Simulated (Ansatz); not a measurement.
`CB(O)Br` + `O[SiH](O)[SiH2][SiH3]` → `CB(O)[SiH2][SiH3]` + `O[SiH](O)Br`  (redistribution)

Computed with Ansatz on PBE0-D4/def2-TZVP structures; ΔE is electronic, products minus reactants. CCSD(T)/CBS is the MP2 limit (def2-TZVPP, def2-QZVPP) plus CCSD(T) − MP2 in def2-TZVPP, frozen cores. DFT in def2-TZVPP. B3LYP here is the variant with VWN-RPA as its local correlation; programs differ in this. For Br outer-core shells are correlated without core-valence functions, which leaves a few kJ/mol of doubt a bond. Scalar relativity is left out up to krypton. One conformer a species, not always the lowest.

`CB(O)Br`:

Z-matrix (Å, degrees):
```
C
B 1 1.554
H 1 1.091 2 111.8
H 1 1.094 2 110.5 3 121.4
H 1 1.094 2 110.5 3 -121.5
O 2 1.344 1 122.1 3 -0.2
Br 2 1.955 1 119.9 3 179.8
H 6 0.962 2 113.9 1 -180.0
```

`O[SiH](O)[SiH2][SiH3]`:

Z-matrix (Å, degrees):
```
Si
O 1 1.648
Si 1 2.343 2 103.6
O 1 1.647 2 112.8 3 123.1
H 1 1.486 2 110.7 3 -121.9
H 2 0.959 1 117.8 3 173.6
Si 3 2.338 1 110.3 2 -45.6
H 3 1.491 1 109.5 2 -167.1
H 3 1.493 1 109.4 2 75.1
H 4 0.959 1 117.4 2 -68.0
H 7 1.488 3 111.2 1 -174.3
H 7 1.486 3 109.9 1 65.1
H 7 1.488 3 109.6 1 -54.4
```

`CB(O)[SiH2][SiH3]`:

Cartesian coordinates in Å:
```
C 2.001 0.364 0.642
B 0.502 0.499 1.066
O 0.168 1.517 1.900
Si -0.929 -0.773 0.357
Si -1.283 -0.398 -1.927
H 2.100 0.439 -0.447
H 2.389 -0.627 0.902
H 2.639 1.122 1.102
H -0.764 1.548 2.130
H -2.233 -0.578 1.066
H -0.533 -2.201 0.527
H -0.011 -0.598 -2.676
H -1.735 1.003 -2.154
H -2.309 -1.317 -2.489
```

`O[SiH](O)Br`:

```xyz
7

O    -1.374   -0.680    0.425
Si    0.180   -0.296    0.168
O     0.406    1.299    0.420
Br    0.808   -0.736   -1.927
H    -2.052   -0.186   -0.040
H     0.969   -1.152    1.065
H     1.063    1.750   -0.112
```

Is it downhill or uphill in electronic energy at CCSD(T)/CBS, and by how much? (An estimate is asked.)

Computed: Downhill: ΔE = -3.3 kJ/mol.

What do these levels give: B2PLYP, PBE, r2SCAN, B3LYP, CCSD/def2-TZVPP, MP2/def2-QZVPP? (Estimate.)

Ansatz gave: B2PLYP -2.1, PBE 0.7, r2SCAN -2.7, B3LYP -2.2, CCSD/def2-TZVPP -1.1, MP2/def2-QZVPP -3.1 kJ/mol.

Largest T1 diagnostic among the species: 0.014.

In def2-TZVPP, CCSD(T) changes the Hartree–Fock value by +4.6 kJ/mol (the triples alone add +0.7 kJ/mol) and MP2 by +3.9 kJ/mol.
